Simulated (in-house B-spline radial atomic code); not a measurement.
Inner-shell binding energies (edges) and X-ray emission energies of free atoms and ions, as differences of relaxed hole-state energies with first-order Breit, QED and recoil terms, without correlation or multiplet splittings, in NIST's listed ground configurations. For neutral atoms such line energies lie within some 1 to 5 eV of tabulated X-ray lines (up to 20 eV for the heaviest). K = 1s, L1 = 2s, L2 = 2p1/2, L3 = 2p3/2, M3 = 3p3/2, M5 = 3d5/2. A dash marks a subshell that is part filled or wasn't run, or a line left out. Computed with an all-electron radial atomic-structure program (B-spline basis): Dirac-Hartree-Fock, average of the configuration, finite nuclei.

| ion | configuration | L1 edge (eV) | L3 edge (eV) | M5 edge (eV) | K-L2 (eV) | K-M3 (eV) | L3-M5 (eV) |
| --- | --- | --- | --- | --- | --- | --- | --- |
| Xe | [Kr] 4d10 5s2 5p6 | 5458.86 | 4787.15 | 676.48 | 29455.8 | 33620.1 | 4110.67 |
| Cs+ | [Kr] 4d10 5s2 5p6 | 5733.25 | 5024.65 | 737.89 | 30622 | 34980.7 | 4286.77 |
| Ba2+ | [Kr] 4d10 5s2 5p6 | 6017.12 | 5269.72 | 802.98 | 31813.7 | 36372.5 | 4466.74 |
| La3+ | [Kr] 4d10 5s2 5p6 | 6310.42 | 5522.18 | 871.57 | 33031.2 | 37795.6 | 4650.61 |
